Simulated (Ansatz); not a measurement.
Molecule: sum formula BNH, charge 0, multiplicity 2. It need not be the lowest isomer of its formula. SMILES: N=[B]
Geometry: optimised at B3LYP-D3(BJ)/def2-TZVP (Ansatz, an electronic-structure program).

Wanted: atomisation energy (electronic, to ground-state atoms), in eV. Cores are frozen in the correlated levels unless marked. UHF or UKS for open shells. No spin-orbit coupling. Non-relativistic. The coupled-cluster limit lacks core correlation, which all-electron functionals hold. Basis-set limits of correlation are two-point, X^-3; Hartree-Fock from the larger set.

```csv
level,program,atomisation energy (eV),minus last row
HF/aug-cc-pVDZ,Ansatz,6.52,-3.69
r2SCANh-D4/def2-TZVPD,Ansatz + dftd4,10.32,0.11
MP2/def2-QZVPPD,Ansatz,10.47,0.26
CCSD/def2-TZVPPD,Ansatz,9.55,-0.66
CCSD(T)/def2-TZVPPD,Ansatz,9.82,-0.39
"CCSD(T)/CBS(cc-pVTZ,cc-pVQZ)",Ansatz,10.20,-0.01
"CCSD(T)/CBS(aug-cc-pVTZ,aug-cc-pVQZ)",Ansatz,10.21,0.00
```
